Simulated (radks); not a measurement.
Values are calculated unless marked as measured or tabulated.
Task: The gadolinium ion Gd3+, [Xe] 4f7. Level of theory: non-relativistic Kohn-Sham, LDA (Slater exchange, Perdew-Wang correlation), spin-polarised, spherical densities, point nucleus (a radial shooting solver on a logarithmic mesh with Libxc functionals). Every spin shell is full or empty, so the densities are truly spherical. Functionals are evaluated on that one density, not self-consistently. Rank these orbital-free kinetic functionals by their error against the exact value of the orbitals, and give that value: Thomas-Fermi, von Weizsacker, TF + vW/9, TF + vW/5, LC94, APBEK, Perdew 92, Thakkar, LKT, PG1, DePristo-Kress, Ernzerhof.

Result: Exact: 10811.0 hartree. From best to worst, with 100 (|E| - |E exact|)/|E exact| (equal figures are ties): LC94 -0.01, APBEK +0.02, DePristo-Kress -0.21, Ernzerhof -0.50, Perdew 92 -0.73, Thakkar -0.74, TF + vW/9 -0.74, TF + vW/5 +2.66, Thomas-Fermi -4.99, PG1 +13.56, LKT +17.35, von Weizsacker -61.73.
